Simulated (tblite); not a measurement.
Species: C3H9BN2S.
Numbering: `[NH2:1][B:2]([NH2:3])[C@@H:4]1[CH2:5][C@H:6]1[SH:7]` (hydrogens: H8, H9 on N1; H10, H11 on N3; H12 on C4; H13, H14 on C5; H15 on C6; H16 on S7)

Computed with GFN2-xTB (tblite), gas phase: L-BFGS steps from a force-field or distance-geometry start until the largest atomic force falls under 0.01 eV/Å.

Step 132: E = -580.9998 eV
```
atom  x, y, z in Å  |  force x, y, z in eV/Å
N1     -1.3586    1.0081    1.0925   -0.020  -0.003  -0.025
B2     -1.2368    0.1781   -0.0335   -0.016  -0.003   0.018
N3     -2.3540   -0.0729   -0.8436   -0.005   0.002   0.007
C4      0.1464   -0.4933   -0.3987    0.001  -0.002   0.008
C5      1.1362   -0.9234    0.6560   -0.004  -0.009   0.010
C6      1.4412    0.2490   -0.2123    0.010  -0.006   0.009
S7      2.7176    0.0838   -1.4776   -0.020   0.010  -0.026
H8     -2.2171    1.4579    1.3548    0.004  -0.011  -0.004
H9     -0.6000    1.2202    1.7121    0.029   0.009   0.018
H10    -3.2660    0.3107   -0.6696    0.018   0.006   0.000
H11    -2.3207   -0.6522   -1.6612    0.006  -0.009  -0.015
H12     0.1376   -1.1346   -1.2734   -0.005  -0.014  -0.013
H13     0.9020   -0.7442    1.6958   -0.006   0.013  -0.012
H14     1.6964   -1.8323    0.4876   -0.010   0.008   0.001
H15     1.4135    1.2482    0.1992    0.005   0.013   0.019
H16     3.7547    0.1057   -0.6394    0.012  -0.004   0.007
```

Step 133: E = -581.0000 eV
```
atom  x, y, z in Å  |  force x, y, z in eV/Å
N1     -1.3613    1.0037    1.0964   -0.006   0.002  -0.006
B2     -1.2370    0.1767   -0.0313   -0.015  -0.002   0.018
N3     -2.3510   -0.0684   -0.8478    0.009  -0.006  -0.001
C4      0.1457   -0.4969   -0.3936    0.002   0.003  -0.003
C5      1.1385   -0.9212    0.6601    0.003   0.005   0.008
C6      1.4406    0.2478   -0.2144    0.002  -0.010   0.007
S7      2.7124    0.0783   -1.4839   -0.015   0.011  -0.016
H8     -2.2215    1.4507    1.3584    0.008  -0.007  -0.004
H9     -0.6052    1.2120    1.7214    0.005   0.000  -0.003
H10    -3.2617    0.3202   -0.6798    0.005   0.010   0.005
H11    -2.3145   -0.6433   -1.6686    0.006  -0.004  -0.006
H12     0.1347   -1.1423   -1.2656    0.001  -0.009  -0.005
H13     0.9085   -0.7354    1.6995   -0.010   0.007  -0.007
H14     1.6983   -1.8307    0.4950   -0.007   0.008   0.000
H15     1.4128    1.2493    0.1931    0.005  -0.003   0.013
H16     3.7531    0.1084   -0.6500    0.006  -0.004   0.001
```

Step 134: E = -581.0001 eV
```
atom  x, y, z in Å  |  force x, y, z in eV/Å
N1     -1.3639    1.0003    1.0992   -0.007   0.007   0.000
B2     -1.2374    0.1750   -0.0293   -0.006   0.000   0.013
N3     -2.3488   -0.0674   -0.8499    0.017  -0.009   0.000
C4      0.1460   -0.4973   -0.3909    0.002   0.010  -0.010
C5      1.1409   -0.9184    0.6612    0.010   0.016   0.004
C6      1.4401    0.2505   -0.2143   -0.008  -0.010   0.001
S7      2.7084    0.0834   -1.4871   -0.045   0.009  -0.046
H8     -2.2261    1.4435    1.3610    0.007  -0.001  -0.002
H9     -0.6087    1.2113    1.7244    0.001  -0.004  -0.004
H10    -3.2577    0.3264   -0.6870   -0.012   0.010   0.007
H11    -2.3101   -0.6425   -1.6705    0.004  -0.004  -0.010
H12     0.1338   -1.1434   -1.2627    0.010  -0.005  -0.001
H13     0.9131   -0.7285    1.6998   -0.016  -0.002   0.013
H14     1.7019   -1.8271    0.4974   -0.001  -0.001  -0.001
H15     1.4111    1.2520    0.1940    0.005  -0.013   0.004
H16     3.7498    0.0911   -0.6566    0.038  -0.002   0.030
```

Question: Estimate the geometry and energy of step 135. (The exact step hangs on the optimiser's Hessian estimate; all steps are aligned on step 134, rigid shifts and turns removed.)

Answer: E = -581.0002 eV, largest force 0.026 eV/Å
```
atom  x, y, z in Å  |  force x, y, z in eV/Å
N1     -1.3649    0.9973    1.1015    0.007   0.004   0.003
B2     -1.2380    0.1732   -0.0276    0.005  -0.001   0.004
N3     -2.3475   -0.0655   -0.8516    0.011  -0.015  -0.014
C4      0.1453   -0.4999   -0.3888    0.003   0.013  -0.006
C5      1.1420   -0.9173    0.6630    0.006   0.021  -0.004
C6      1.4392    0.2497   -0.2156   -0.017  -0.011  -0.002
S7      2.7049    0.0816   -1.4907   -0.004   0.009  -0.006
H8     -2.2259    1.4429    1.3618   -0.002   0.003   0.003
H9     -0.6099    1.2053    1.7283   -0.004  -0.003  -0.006
H10    -3.2553    0.3324   -0.6924   -0.011   0.006   0.007
H11    -2.3074   -0.6390   -1.6737    0.002   0.006   0.003
H12     0.1326   -1.1482   -1.2591    0.011  -0.002   0.003
H13     0.9151   -0.7239    1.7010   -0.015  -0.006   0.021
H14     1.7031   -1.8259    0.5009    0.004  -0.008   0.000
H15     1.4099    1.2518    0.1914    0.004  -0.013   0.001
H16     3.7491    0.0945   -0.6599    0.000  -0.003  -0.006
```

The energy changes by -0.0001 eV. The first-order estimate −F·Δx gives -0.0002 eV and the mean of the old and new forces, exact on a quadratic surface, -0.0001 eV. The step makes an angle of 84° with the force vector and moves no atom by more than 0.008 Å.

What follows is the cost of the whole relaxation. The run took 1.4 s wall on Arm Neoverse N1, one thread, on a shared host.
